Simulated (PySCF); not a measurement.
SiFCl2Br, SMILES F[Si](Cl)(Cl)Br. Atoms are numbered in the order given.

```xyz
5

F     -0.6733    -1.8785     0.0000
Si    -0.4662    -0.2859     0.0000
Cl    -1.3447     0.4697    -1.6610
Cl    -1.3447     0.4697     1.6610
Br     1.6659     0.1411     0.0000
```
Charge 0, spin multiplicity 1.

Geometry: ωB97X-D3(BJ)/def2-SVP.

Method: PBE/def2-TZVP in PySCF.

Symmetry labels are those of the subgroup Cs that the program uses (full group Cs).

### Question
List the valence orbital energies around the gap with their symmetry. (Estimate from the structure and the level; the computed values follow.)

### Answer

```csv
orbital,symmetry,energy (eV)
HOMO−7,A",-10.28
HOMO−6,A',-10.07
HOMO−5,A',-9.16
HOMO−4,A',-8.90
HOMO−3,A",-8.83
HOMO−2,A",-8.41
HOMO−1,A',-7.97
HOMO,A",-7.84
LUMO,A',-1.72
LUMO+1,A',-0.54
LUMO+2,A",-0.02
LUMO+3,A',0.03
```
